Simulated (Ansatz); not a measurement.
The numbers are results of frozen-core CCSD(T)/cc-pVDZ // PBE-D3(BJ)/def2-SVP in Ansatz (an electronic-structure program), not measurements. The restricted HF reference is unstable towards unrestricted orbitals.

Ansatz 0.2 input:
```yaml
crystal:
  periodic: [false, false, false]
  atoms:
    - { symbol: B, position_ang: [-2.490982, 1.924881, -0.397201] }
    - { symbol: C, position_ang: [-1.261034, 1.014499, -0.185913] }
    - { symbol: C, position_ang: [0.010556, 1.603134, -0.121605] }
    - { symbol: C, position_ang: [1.195717, 0.838416, 0.067274] }
    - { symbol: N, position_ang: [2.398224, 1.486938, 0.118166] }
    - { symbol: C, position_ang: [3.485688, 0.753358, 0.293276] }
    - { symbol: C, position_ang: [3.479274, -0.665545, 0.431634] }
    - { symbol: C, position_ang: [2.268609, -1.337288, 0.382618] }
    - { symbol: C, position_ang: [1.071482, -0.591006, 0.195784] }
    - { symbol: C, position_ang: [-0.223609, -1.188882, 0.131328] }
    - { symbol: C, position_ang: [-1.372482, -0.427133, -0.053695] }
    - { symbol: Si, position_ang: [-3.049478, -1.311781, -0.12713] }
    - { symbol: H, position_ang: [-2.347811, 3.128444, -0.502839] }
    - { symbol: H, position_ang: [-3.613718, 1.456898, -0.462003] }
    - { symbol: H, position_ang: [0.130396, 2.693064, -0.217632] }
    - { symbol: H, position_ang: [4.447963, 1.29652, 0.331577] }
    - { symbol: H, position_ang: [4.427079, -1.205773, 0.574451] }
    - { symbol: H, position_ang: [2.216418, -2.432811, 0.485023] }
    - { symbol: H, position_ang: [-0.288172, -2.285113, 0.233717] }
    - { symbol: H, position_ang: [-3.734833, -1.108762, -1.450052] }
    - { symbol: H, position_ang: [-2.776379, -2.782295, 0.050967] }
    - { symbol: H, position_ang: [-3.972907, -0.859763, 0.970001] }
basis:
  gaussian: { orbitals: cc-pVDZ }
correlation:
  method: ccsd_t
```

Output:

```
Functional definition: HF
2071 factors; integrals over basis functions are off by at most 1.1e-3 eV
mean field evaluation 1: about -19442.4822 eV, gradient 3.9e1 eV
mean field evaluation 2: about -19443.0273 eV, gradient 3.9e1 eV
mean field evaluation 4: about -19448.3845 eV, gradient 7.1e0 eV
mean field evaluation 8: about -19448.5293 eV, gradient 3.6e-1 eV
mean field evaluation 16: about -19442.4812 eV, gradient 3.9e1 eV
mean field -19448.53068794 eV, -714.7203200941 hartree, gradient 2.6e-6 eV, S^2 0.000000; 0 other end points of the search recorded, 0 dependent functions left out; unrestricted orbitals would lower it
16 core orbitals not correlated
reference -19448.53068794 eV, -714.7203200941 hartree; 29, 29 occupied and 177, 177 virtual orbitals, 2071 factors
second order -41.03844952 eV of doubles, -0.00000000 eV of singles
cycle   1  -41.30240266 eV  change   -2.6e-1 eV  update   1.7e-1
cycle   2  -42.64778556 eV  change    -1.3e0 eV  update   5.7e-2
cycle   3  -42.95538433 eV  change   -3.1e-1 eV  update   2.5e-2
cycle   4  -42.95623452 eV  change   -8.5e-4 eV  update   7.5e-3
cycle   5  -42.95803451 eV  change   -1.8e-3 eV  update   3.6e-3
cycle   6  -42.95962113 eV  change   -1.6e-3 eV  update   1.1e-3
cycle   7  -42.95928676 eV  change    3.3e-4 eV  update   5.0e-4
cycle   8  -42.95920055 eV  change    8.6e-5 eV  update   2.0e-4
cycle   9  -42.95927852 eV  change   -7.8e-5 eV  update   8.8e-5
cycle  10  -42.95926521 eV  change    1.3e-5 eV  update   3.9e-5
perturbative correction -2.01993219 eV, -0.0742311388 hartree
Total energy: -19493.50988534 eV, -716.3732751106 hartree
```

Cost: around 14 core-minutes (rough).
